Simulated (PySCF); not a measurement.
# What a mistake does to a calculation on BC2H8Si

These are calculations, not measurements. The program is PySCF 2.14.0, an open-source quantum chemistry code, run on an isolated molecule that a program drew, which may never have been made. The molecule is BC2H8Si (charge 0, doublet), drawn as the SMILES string `[BH]C[SiH2]C`.

Each row is a Hartree-Fock (HF) and frozen-core CCSD(T) single point in the cc-pV(D+d)Z basis, meant for a local HF minimum. Run 1 is clean. Each other run has one planted mistake out of seven kinds, and not every kind appears here: one electron removed, one electron added, multiplicity raised by two, geometry at a saddle point, minimal basis STO-3G, one bond length entered in bohr, all coordinates scaled. The reference is restricted for singlets and unrestricted otherwise, and also for a bond in bohr. Adding or removing an electron swaps singlet and doublet. Electrons count all cores. HOMO and LUMO are orbital energies over both spins, the gradient is its largest component, and the lowest frequency (negative if imaginary) is given only where the gradient is small. Bond lengths are over the 11 bonds as drawn. T1 is the CCSD diagnostic: over 0.02 (restricted) or 0.045 (unrestricted) a single reference is doubtful.

Geometry of the clean run:
```xyz
12
BC2H8Si, angstrom
B    -2.1646   -2.3536   -0.6721
C    -1.0465   -1.5127   -1.3357
Si   -0.0623   -0.4918   -0.0660
C    -1.1196    0.8131    0.7773
H    -2.0582   -3.4429   -0.1806
H    -0.3019   -2.1493   -1.8313
H    -1.4308   -0.7889   -2.0622
H     1.0543    0.1633   -0.7908
H     0.5254   -1.3978    0.9526
H    -0.5112    1.4183    1.4551
H    -1.5741    1.4836    0.0426
H    -1.9242    0.3577    1.3609
```

| run | electrons | basis functions | <S^2> | HOMO (eV) | LUMO (eV) | gradient (hartree/bohr) | lowest frequency (cm^-1) | mean bond (Å) | longest bond (Å) | T1 | HF (hartree) | CCSD(T) (hartree) | mistake |
|---|---|---|---|---|---|---|---|---|---|---|---|---|---|
| 1 | 39 | 105 | 0.753 | -8.74 | 2.12 | 1.8e-05 | 71 | 1.3612 | 1.903 | 0.0109 | -393.96435 | -394.49498 | no fault |
| 2 | 38 | 105 | 0.000 | -16.48 | -6.19 | 9.7e-02 | - | 1.3612 | 1.903 | 0.0153 | -393.68941 | -394.21484 | one electron removed |
| 3 | 39 | 105 | 3.765 | -6.40 | -2.38 | 9.3e-02 | - | 1.3612 | 1.903 | 0.0424 | -393.76511 | -394.29137 | multiplicity raised by two |
| 4 | 39 | 32 | 0.752 | -7.13 | 7.07 | 2.5e-02 | - | 1.3612 | 1.903 | 0.0054 | -389.38605 | -389.61393 | ? |

**Which mistake was planted in run 4, and what did it cost?**

It has 32 basis functions where the clean run has 105, with the same electrons and geometry. So the mistake is: minimal basis STO-3G. Subtracting run 1 and multiplying by 627.51 kcal/mol a hartree, the energy moved by 2872.9 kcal/mol in HF and 3062.9 kcal/mol in CCSD(T).

